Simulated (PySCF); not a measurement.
Positional isomers: styrene fluoro+silyl. Gas-phase values, no solvent. One relaxed conformer stands for each flexible species; it need not be the lowest. Strings in code marks are SMILES.

Computed with PBE0-D3(BJ)/def2-TZVP // PBE0-D3(BJ)/def2-SVP run with PySCF. All candidates: neutral, multiplicity 1. Excitations are Tamm–Dancoff values on a coarser integration grid. The basis has no diffuse functions, so Rydberg states are missing or too high.

| Quantity | Value |
|---|---|
| S1 excitation (TDA) | 4.89 eV |
| LUMO | -1.33 eV |
| HOMO | -6.90 eV |

### Question
Say which member has these values.
A. `C=Cc1ccc(F)c([SiH3])c1` (C–C–C–C torsion 1°)
B. `C=C([SiH3])c1ccccc1F` (Si–C–C–C torsion 145°)
C. `C=Cc1cc([SiH3])ccc1F` (C–C–C–C torsion 3°)
D. `C=Cc1ccc(F)cc1[SiH3]` (C–C–C–C torsion 20°)

### Answer
B, `C=C([SiH3])c1ccccc1F` (Si–C–C–C torsion 145°). The others give `C=Cc1ccc(F)c([SiH3])c1` (C–C–C–C torsion 1°): 4.69 eV, -1.35 eV, -6.65 eV; `C=Cc1ccc(F)cc1[SiH3]` (C–C–C–C torsion 20°): 4.76 eV, -1.35 eV, -6.70 eV; `C=Cc1cc([SiH3])ccc1F` (C–C–C–C torsion 3°): 4.71 eV, -1.47 eV, -6.80 eV
